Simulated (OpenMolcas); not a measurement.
## Co6+, Rh6+, Ir6+: d3 down the group

```json
{"Program": "OpenMolcas", "Method": "CASSCF", "Basis": "ANO-RCC-VQZP", "Scalar Hamiltonian": "DKH2, point nucleus", "Spin-orbit coupling": "state interaction with AMFI integrals over the reference wave functions, term energies averaged over their components"}
```

Active space for each ion: 3 electrons in 5 orbitals (d).

Computed levels in cm-1 above 4F 3/2:

| Level | Co6+ | Rh6+ | Ir6+ |
| --- | --- | --- | --- |
| 4F 5/2 | 721 | 1743 | 7476 |
| 4F 7/2 | 1689 | 3868 | 13679 |
| 4F 9/2 | 2868 | 6188 | 17897 |
| 4P 1/2 | 25623 | 18265 | 21781 |
| 4P 3/2 | 25853 | 18142 | 18961 |
| 2G 7/2 | 26469 | 20553 | 28627 |
| 4P 5/2 | 26778 | 20957 | 30944 |
| 2G 9/2 | 27391 | 21655 | 45530 |
| 2P 1/2 | 34819 | 26715 | 37366 |
| weight of 4F in the lowest level (%) | 100 | 98 | 84 |

Mixed levels, with the weight of the term that names them: Rh6+ 2G 9/2 (70 %), Ir6+ 4F 9/2 (61 %), Ir6+ 4P 1/2 (74 %), Ir6+ 4P 3/2 (50 %), Ir6+ 2G 9/2 (58 %), Ir6+ 2P 1/2 (74 %).

Measured, with the error of the calculation in %. Measured levels: Co6+ from Sugar and Corliss, J. Phys. Chem. Ref. Data 10, 1097 (1981).

| Level | Co6+ |
| --- | --- |
| 4F 5/2 | 698 (+3.3) |
| 4F 7/2 | 1610 (+4.9) |
| 4F 9/2 | 2723 (+5.3) |
| 4P 1/2 | 21096 (+21.5) |
| 4P 3/2 | 21304 (+21.4) |
| 4P 5/2 | 22187 (+20.7) |

The fine-structure level 4F 9/2 changes by a factor of 6.24 from Co6+ to Ir6+.

Without spin-orbit coupling 4P lies 24706, 16322, 14736 cm-1 above 4F in that order; the difference to the level 4P 1/2, of either sign, comes from spin-orbit coupling, which also lowers the zero.

Without dynamic correlation excited terms often stand tens of per cent too high (terms of higher spin than the ground term too low), and those without a measured partner can miss by more than the paired ones. Computed and measured levels are paired by configuration, term and J; levels that our copy of the source lacks, or whose pairing is in doubt (as where it misses far off the trend of its configuration), stay unpaired and out of the deviations. Only configurations of the active space appear.
